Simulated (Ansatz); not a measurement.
C₂H₃ClGeO, SMILES `O=[C]1[GeH2][CH]1Cl`, 8 atoms. Total charge 0; spin multiplicity 1. Correlated methods include outer-core shells of Ge, which these sets cover unevenly. Scalar relativity is left out up to krypton. All runs use 4 threads of an Intel Xeon Platinum 8488C on a shared host. Correlated methods freeze the cores.

Problem. Give the basis size and wall time and peak host memory of each of these runs in Ansatz. RKS PBE0-D4/def2-SVP energy; RKS PBE0-D4/def2-TZVP relaxation (9 steps); RHF-CCSD(T)/def2-TZVPP energy; RKS ωB97M-V/def2-SVP energy; RKS B2PLYP (frozen core)/def2-TZVPP energy; direct RPA on PBE orbitals/def2-TZVPP energy; RKS PBE-QIDH (frozen core)/def2-TZVPP energy; RKS ωB97M-V/def2-QZVPP energy; RKS ωB97X-V/def2-TZVPP energy; RKS CAM-B3LYP-D4/def2-TZVPP energy; RHF-MP2/def2-QZVPP energy; RKS PBE0-D4/def2-QZVPP energy. (Best estimate.)

Solution. Computed: Other jobs shared the machine, so times are rough.

| level | job | functions | wall time | peak host memory (GiB) |
| --- | --- | --- | --- | --- |
| RKS PBE0-D4/def2-SVP | energy | 107 | 0.9 s | 0.25 |
| RKS CAM-B3LYP-D4/def2-TZVPP | energy | 225 | 2.6 s | 0.71 |
| RKS ωB97M-V/def2-SVP | energy | 107 | 3 s | 0.36 |
| direct RPA on PBE orbitals/def2-TZVPP | energy | 225 | 3.1 s | 0.51 |
| RKS B2PLYP (frozen core)/def2-TZVPP | energy | 225 | 3.9 s | 0.61 |
| RKS PBE-QIDH (frozen core)/def2-TZVPP | energy | 225 | 4.1 s | 0.61 |
| RKS ωB97X-V/def2-TZVPP | energy | 225 | 4.7 s | 0.76 |
| RKS PBE0-D4/def2-QZVPP | energy | 420 | 6 s | 1.6 |
| RKS ωB97M-V/def2-QZVPP | energy | 420 | 13 s | 1.9 |
| RHF-MP2/def2-QZVPP | energy | 420 | 15 s | 2.3 |
| RKS PBE0-D4/def2-TZVP | relaxation (9 steps) | 196 | 24 s | 0.6 |
| RHF-CCSD(T)/def2-TZVPP | energy | 225 | 78 s | 3.8 |
